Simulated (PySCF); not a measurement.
C₃H₁₀OSi.
Atom-mapped SMILES: `[CH3:1][Si:2]([CH3:3])([CH3:4])[OH:5]`

Structure used (PBE0-D3(BJ)/def2-SVP), in Å, numbered top down from 1:
```xyz
15
C3H10OSi angstrom
C     -0.302    1.380   -1.089
Si    -0.218    0.018    0.202
C     -0.681   -1.632   -0.538
C      1.506   -0.045    0.945
O     -1.357    0.292    1.405
H      0.414    1.199   -1.906
H     -0.066    2.366   -0.654
H     -1.310    1.439   -1.527
H     -0.649   -2.425    0.225
H      0.011   -1.910   -1.349
H     -1.700   -1.603   -0.954
H      2.265   -0.247    0.172
H      1.775    0.907    1.431
H      1.574   -0.841    1.703
H     -1.271    1.117    1.890
```

Method: PySCF 2.14.0, delta-SCF UKS SCAN, pcX-2 on the ionised atom, pcseg-1 elsewhere, spin-free X2C. These are vertical core ionisation energies against the vacuum level, from separate self-consistent calculations with and without the core hole.

Some binding energies are withheld.

```
 atom(s)   bonded to     level  binding energy (eV)
C1/C3/C4  3 H and Si      C 1s                    ?
      O5    H and Si      O 1s               538.02
     Si2   O and 3 C     Si 1s              1846.44
     Si2   O and 3 C  Si 2p3/2                    ?
```

**Question.** Fill in C 1s for C1/C3/C4.

**Answer.** 289.98 eV (Si-methyl carbon).

**Question.** What is the Si 2p3/2 binding energy of Si2?

**Answer.** 106.51 eV (oxygen-bound silicon), with 2p1/2 at 107.13 eV.

**Question.** What is the longest wavelength that can ionise C 1s of C1/C3/C4 vertically?

**Answer.** λ = hc/E = 12398.42 eV Å / 289.98 eV = 42.756 Å.

One atom of each set of topologically equivalent atoms was ionised and stands for the set; in this conformer not all members are related by symmetry, and their own values weren't computed. Spin–orbit coupling isn't in the SCF: each 2p doublet comes from a relaxed spin-free hole plus a matrix of the shell (mean-field spin–orbit coupling and the ground-state 2p splitting), with 2p3/2 averaged over its two sublevels. 2p1/2 minus 2p3/2 (ligand field included): Si 0.63 eV. Geometry: PBE0-D3(BJ)/def2-SVP; no solvent, vibrations or thermal averaging.
